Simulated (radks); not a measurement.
Species: Zr IV. Configuration: [Kr] 4d1 (the NIST ground configuration). Method: non-relativistic Kohn-Sham, SCAN, spin-polarised, spherical densities, point nucleus; open shells are filled with parallel spins first (spin-orbit coupling, left out, can overturn this in heavy ions); meta-GGA in the generalised Kohn-Sham scheme; relativity is left out, which matters for an element this heavy; computed with a radial shooting solver on a logarithmic mesh with Libxc functionals.

X-ray form factor f0, the Fourier transform of the density (f0(0) = 37):

sin(theta)/lambda (1/angstrom)  f0 (electrons)
0.05                                    36.559
0.1                                     35.320
0.15                                    33.503
0.2                                     31.376
0.25                                    29.183
0.3                                     27.094
0.4                                     23.534
0.5                                     20.795
0.6                                     18.594
0.8                                     14.894
1                                       11.772
1.25                                     8.897
1.5                                      7.138
2                                        5.462
